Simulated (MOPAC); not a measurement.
MOPAC input (AM1):

```
AM1 FORCE THERMO(298,298) PRECISE LET GEO-OK AUX(PRECISION=9) THREADS=1
BeCl2

Be   -0.00000000 1    0.00000000 1    0.00000000 1
Cl    0.00000000 1   -0.00000000 1   -1.71612072 1
Cl    0.00000000 1    0.00000000 1    1.71612072 1
```

From the output:

```
    Cl    3   1.434077   0.130092   1.535094

          HEAT OF FORMATION =     -82.724619 KCALS/MOLE

          ZERO POINT ENERGY       2.118 KCAL/MOL

           NORMAL COORDINATE ANALYSIS (Total motion = 1 Angstrom)

   Root No.       1         2         3         4

                 1 Piu     1 Piu     1 Sig     1 Siu

                 211.6     211.6     280.2     778.2

           1    0.0000   -0.0000   -0.0000    0.7973
           2    0.7973    0.0004   -0.0000    0.0000
           3   -0.0004    0.7973   -0.0000    0.0000
           4    0.0000    0.0000    0.5000   -0.1013
           5   -0.1013   -0.0000    0.0000   -0.0000
           6    0.0000   -0.1013    0.0000   -0.0000
           7   -0.0000    0.0000   -0.5000   -0.1013
           8   -0.1013   -0.0000    0.0000   -0.0000
           9    0.0000   -0.1013   -0.0000   -0.0000

           MASS-WEIGHTED COORDINATE ANALYSIS (NORMAL COORDINATES)

   Root No.       1         2         3         4

                 1 Piu     1 Piu     1 Sig     1 Siu

                 211.6     211.6     280.2     778.2

           1    0.0000   -0.0000   -0.0000    0.9419
           2    0.9419    0.0004   -0.0000    0.0000
           3   -0.0004    0.9419   -0.0000    0.0000
           4    0.0000    0.0000    0.7071   -0.2375
           5   -0.2375   -0.0001    0.0000   -0.0000
           6    0.0001   -0.2375    0.0000   -0.0000
           7   -0.0000    0.0000   -0.7071   -0.2375
           8   -0.2375   -0.0001    0.0000   -0.0000
           9    0.0001   -0.2375   -0.0000   -0.0000

          DESCRIPTION OF VIBRATIONS

 VIBRATION          2    1Piu        ATOM PAIR     ENERGY CONTRIBUTION    RADIAL
 FREQUENCY           211.62         Be1 -- Cl2         +50.0% ( 94.4%)      0.0%
 TRANSITION DIPOLE   2.2336         Be1 -- Cl3         +50.0% ( 94.4%)      0.0%
 TRAVEL (Ang.)       0.2086
 REDUCED MASS        7.3196
 EFFECTIVE MASS     11.1218
 FORCE CONSTANT      0.1931

 VIBRATION          3    1Sig        ATOM PAIR     ENERGY CONTRIBUTION    RADIAL
 FREQUENCY           280.15         Be1 -- Cl2         +50.0% ( 68.4%)    100.0%
 TRANSITION DIPOLE   0.0000         Be1 -- Cl3         +50.0% ( 68.4%)    100.0%
 TRAVEL (Ang.)       0.1165
 REDUCED MASS       17.7265
 EFFECTIVE MASS     35.4530
 FORCE CONSTANT      0.8197

 VIBRATION          4    1Siu        ATOM PAIR     ENERGY CONTRIBUTION    RADIAL
 FREQUENCY           778.16         Be1 -- Cl3         +50.0% ( 94.6%)    100.0%
 TRANSITION DIPOLE   4.7958         Be1 -- Cl2         +50.0% ( 94.6%)    100.0%
 TRAVEL (Ang.)       0.1088
 REDUCED MASS        7.3196
 EFFECTIVE MASS     11.1218
 FORCE CONSTANT      2.6115

      SYMMETRY NUMBER FOR POINT-GROUP D*h =  2

          SYSTEM IS A GROUND STATE

 BeCl2

          MOLECULE IS LINEAR

          THERE ARE  4 GENUINE VIBRATIONS IN THIS SYSTEM
          THIS THERMODYNAMICS CALCULATION IS LIMITED TO
          MOLECULES WHICH HAVE NO INTERNAL ROTATIONS

                    CALCULATED THERMODYNAMIC PROPERTIES
                                          *
   TEMP. (K)   PARTITION FUNCTION   H.O.F.    ENTHALPY  HEAT CAPACITY ENTROPY
                                   KCAL/MOL   CAL/MOLE    CAL/K/MOL  CAL/K/MOL

 298.00  VIB.     0.3371D+01                  1013.1452     6.0428     5.8149
         ROT.     0.1283D+04                   592.1869     1.9872    16.2093
         INT.     0.4325D+04                  1605.3320     8.0300    22.0242
         TRA.     0.6907D+27                  1480.4672     4.9680    39.0476
         TOT.                      -82.725    3085.7992    12.9980    61.0717

   *: NOTE: HEATS OF FORMATION ARE RELATIVE TO THE
            ELEMENTS IN THEIR STANDARD STATE AT 298K
              (=  Standard Enthalpy of Formation).

            Hvib:  Zero-point energy is not included.
                   frequencies of less than zero cm-1 are not included.
            Hrot = (3/2)RT
            Htra = (3/2)RT + pV = (5/2)RT

            Heat capacity is Cp, not Cv

          For more information, see: HTTP://OpenMOPAC.net/Manual/thermochemistry.html

           FORCE CONSTANT IN CARTESIAN COORDINATES (Millidynes/A)

    ATOM   CHEMICAL       X               Y               Z
   NUMBER   SYMBOL  FORCE CONSTANT  FORCE CONSTANT  FORCE CONSTANT

      1      Be        2.852730        0.210972        0.210972
      2      Cl        1.532883        0.052675        0.052675
      3      Cl        1.532883        0.052675        0.052675

 **********************
 *                    *
 * JOB ENDED NORMALLY *
 *                    *
 **********************

 == MOPAC DONE ==
```
